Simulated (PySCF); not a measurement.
Electron correlation in Be (beryllium, neutral)

[He] 2p2, high-spin 3P determinant (an excited configuration). Calculation: PySCF 2.14, in aug-cc-pCVTZ; no relativity, point nucleus. Frozen: nothing; 4 electrons correlated.

MP2 pair energies summed by pair of shells (mhartree):

| pair | energy | share (%) |
| --- | --- | --- |
| 1s-1s | -37.30 | 79.7 |
| 2p-2p | -6.05 | 12.9 |
| 1s-2p | -3.43 | 7.3 |

Total MP2 correlation energy: -46.78 mhartree.

Same-spin part -7.81 and opposite-spin part -38.97 mhartree; SCS-MP2 scales them by 1/3 and 6/5 to -49.36 mhartree.
